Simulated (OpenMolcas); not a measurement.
# What dynamic correlation does to the levels of Kr+

```yaml
Program: OpenMolcas 26.06
Basis: ANO-R2 [6s5p4d3f1g]
Scalar_Hamiltonian: X2C, finite nucleus
Active_space: 7 electrons in 9 orbitals (RAS2 4s 4p; RAS3 4d, at most 2 electrons)
State_averaging: 2S+1 = 2 odd, 3 roots; 2S+1 = 2 even, 1 root
Spin-orbit_coupling: state interaction with AMFI integrals over the reference wave functions, term energies averaged over their components
```

Methods on the same reference wave functions:
A. RASSCF
B. SS-RASPT2, IPEA 0.25 Eh, imaginary shift 0.1 Eh (closed shells correlated: 3d)

Energies in cm⁻¹ above 4s² 4p⁵ ²P°_3/2, the measured ground level; measured values from NIST Handbook of Basic Atomic Spectroscopic Data.

```
          Level       A       B  Measured
4s² 4p⁵ ²P°_3/2     0.0     0.0       0.0
4s² 4p⁵ ²P°_1/2    4804    4804      5370
  4s 4p⁶ ²S_1/2  113752  114474    109000
```

Deviations, from unrounded energies. A percentage is the sum of absolute deviations over the sum of measured energies, with the sign that they share, or ± where signs differ.

```tsv
Against measurement	Levels	A	B
mean absolute deviation (cm-1)	2	2700	3000
fine structure of the ground term (%)	1	-10.5	-10.5
other configurations (%)	1	+4.4	+5.0
```

A lies closest to measurement on these levels. The largest miss of A in the table is 4s 4p⁶ ²S_1/2, by +4800 cm-1. The ranking rests on the paired levels alone, and a cruder setting can come out closer through cancelling errors.

The lowest spin-free term lies below A's lowest term by 0.528 hartree in B.

Active for correlation alone: 4d; no level in the range computed is led by a configuration that fills it, so any true level of that kind is missing. Some terms mix strongly with configurations of 4d, whose occupation reaches 0.30 (4s 4p⁶ ²S). Without dynamic correlation excited terms often stand tens of per cent too high (terms of higher spin than the ground term too low), and those without a measured partner can miss by more than the paired ones (holds for A). Computed and measured levels are paired by configuration, term and J; levels that our copy of the source lacks, or whose pairing is in doubt (as where it misses far off the trend of its configuration), stay unpaired and out of the deviations. Only configurations of the active space appear.

° marks odd parity.
